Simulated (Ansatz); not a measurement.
Dy(NH2)3 (DyN₃H₆), relaxed as a sextet with UKS r2SCAN-D4/def2-SVP in Ansatz, starting from the GFN2-xTB geometry. Force threshold 0.02 eV/Å.

In the def2 sets Dy takes a core potential; there is no spin–orbit coupling. With an open 4f shell the SCF may have ended on a state above the lowest.

Start:

Cartesian coordinates in Å:
```
Dy 0.0141 0.0103 0.0069
N 0.1683 0.2924 -2.2103
H -0.0820 1.1162 -2.7585
H 0.4983 -0.3824 -2.9014
N 0.5097 -1.9857 0.9010
H 0.4248 -2.2769 1.8756
H 0.8561 -2.8136 0.4145
N -0.6732 1.6985 1.3142
H -0.9325 2.6437 1.0288
H -0.7836 1.6975 2.3291
```

Problem. Estimate the energy that the relaxation releases and the steps that it takes.

Solution. 22.7 kJ/mol, in 10 steps; 4 min on 4 threads of Intel Xeon Platinum 8488C on a shared host. The force fell under the threshold at step 8, but the optimiser went on. No frequencies were taken in this run, so the end may be a saddle point.

Problem. Does the start keep its bonding and symmetry?

Solution. By distances, no bond broke or formed. The bond that changes most is Dy1–N2, from 2.24 to 2.13 Å (atoms count from 1). Point group Cs at the start, Cs at the end, both within 0.05 Å.

Problem. Predict the relaxed structure.

Solution. 
```xyz
10

Dy    0.055    0.016    0.047
N     0.168    0.280   -2.067
H    -0.057    1.119   -2.605
H     0.439   -0.418   -2.763
N     0.508   -1.926    0.843
H     0.465   -2.238    1.816
H     0.796   -2.756    0.318
N    -0.648    1.657    1.243
H    -0.928    2.584    0.916
H    -0.798    1.683    2.254
```
Bond lengths: 3 × Dy–N 2.13 to 2.15 Å; 6 × H–N 1.02 Å.
